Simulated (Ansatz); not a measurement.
`BO[SiH2]C#C` and `C#C[SiH3]` differ in one atom or group.

Ansatz, PBE0-D4/def2-TZVP geometries, multiplicity 1. Each molecule was computed in one conformer, which needn't be the lowest.

```csv
property,`BO[SiH2]C#C`
HOMO–LUMO gap (PBE0/def2-TZVPP) / eV,7.68
zero-point energy (PBE0-D4/def2-TZVP) / kJ/mol,164.0
size of the dipole moment (ωB97M-V/def2-TZVPP) / D,1.30
LUMO energy (PBE/def2-TZVPP) / eV,-1.78
LUMO energy (PBE0/def2-TZVPP) / eV,-0.78
LUMO energy (ωB97M-V/def2-TZVPP) / eV,1.13
```

Problem. Give the same properties after the change, and the shifts. (Estimate.)

Solution. The calculation gave: 
```
                                          property  `C#C[SiH3]`  shift
              HOMO–LUMO gap (PBE0/def2-TZVPP) / eV         8.22   0.54
    zero-point energy (PBE0-D4/def2-TZVP) / kJ/mol        114.3  -49.7
size of the dipole moment (ωB97M-V/def2-TZVPP) / D         0.43  -0.87
                 LUMO energy (PBE/def2-TZVPP) / eV        -1.06   0.72
                LUMO energy (PBE0/def2-TZVPP) / eV        -0.10   0.68
             LUMO energy (ωB97M-V/def2-TZVPP) / eV         1.92   0.79
```

With PBE0 the HOMO rises by 0.14 eV and the LUMO rises by 0.68 eV, so the gap widens by about 0.54 eV. PBE moves the HOMO by -0.07 eV and ωB97M-V by 0.16 eV. The zero-point energy changes by -49.7 kJ/mol with -9 modes. Dipoles are sizes alone; their direction can turn.
